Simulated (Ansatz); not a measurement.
# One arrangement of a pair

The pair of AsH3 (SMILES [AsH3], atoms 1–4) and AsH3 (SMILES [AsH3], atoms 5–8), both closed shells, in one local arrangement (a lower one may exist), relaxed at PBE0-D4/def2-TZVP:

```
8
angstrom
As -0.3759 0.1073 -1.8009
H -0.7056 0.2538 -3.2809
H 0.7197 1.1589 -1.8754
H 0.6066 -1.0221 -2.0657
As 0.3802 -0.1625 1.8064
H -0.5319 1.0398 1.9894
H -0.7797 -1.1376 1.9304
H 0.6867 -0.2375 3.2967
```

Program: Ansatz 0.2.0. Basis: def2-TZVPPD, with def2-QZVPPD for the basis limit. Cores are frozen in the correlated methods. Filled d shells of the heavier atoms are correlated. The def2 sets are not built for correlating such inner shells, so the correlated values are less sure here. Extrapolation: Hartree–Fock as exp(−7.88 √X), correlation as X^−2.97. Interaction energies count from these two fragments, frozen as in the pair, with the counterpoise correction; negative means bound.

(1) What is the interaction energy by CCSD(T) at an estimated basis limit (MP2 extrapolated from triple and quadruple zeta, plus CCSD(T) − MP2 in triple zeta)? (To be estimated.)

(2) Which atoms make the shortest contact between the fragments?

No T1 diagnostic of these runs exceeds 0.012.

Results:

(1) By the calculation: -5.6 kJ/mol. Hartree–Fock alone gives 4.4 kJ/mol at the basis limit, so without correlation the pair would not bind at this distance. Plain CCSD(T) in triple zeta gives -3.5 kJ/mol; the step to the limit is large here, so the limit is uncertain. It counts from the two fragments frozen as in the pair.

(2) As1 and As5, 3.70 Å apart.

Basis-set superposition shift (counterpoise-corrected less uncorrected): CCSD(T) 2.2; MP2 2.4; HF 0.6; PBE0-D4 0.6; wB97M-V 0.9 kJ/mol.

For scale, one of the runs: CCSD(T)/def2-TZVPPD, 210 basis functions, launched by `ansatz run in.yaml --threads 4 --pin off --events-out ev --progress --plain --max-ram 9574MiB`. Hardware: 4 CPU threads of an Arm Neoverse V2, shared host. Wall time 89 s; peak host memory 2.8 GiB.
